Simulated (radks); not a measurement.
The numbers below are computed, except where a source is named.
The nuclear charge of neutral samarium is varied continuously with 62 electrons held in [Xe] 4f6 6s2. Code: a radial shooting solver on a logarithmic mesh with Libxc functionals. Model: scalar-relativistic Kohn-Sham, r2SCAN, spin-polarised, spherical densities, finite nucleus; open shells are filled with parallel spins first (spin-orbit coupling, left out, can overturn this in heavy ions); meta-GGA in the generalised Kohn-Sham scheme; Fermi nuclear charge, rms radius 5.0819 fm. By the Hellmann-Feynman theorem dE/dZ = E(electron-nucleus)/Z, the electronic potential at the nucleus (averaged over a nucleus of fixed radius). The scalar-relativistic energy here is not variational (the density holds large components alone), so the two differ by a part that grows with Z.

Z     E (hartree)  E(electron-nucleus)/Z (hartree)  HOMO  e(HOMO) (eV)  <r> HOMO (bohr)
62    -10427.9245                         -409.453    6s        -3.442            4.564
62.2  -10510.4469                         -411.371    6s        -4.584            4.340
62.4  -10593.3579                         -413.287    6s        -5.804            4.150
62.6  -10676.6572                         -415.202    6s        -7.094            3.986
62.8  -10760.3448                         -417.116    6s        -8.452            3.842
63    -10844.4207                         -419.031    6s        -9.872            3.715

 No converged solution with all levels bound was reached at Z = 61.8.
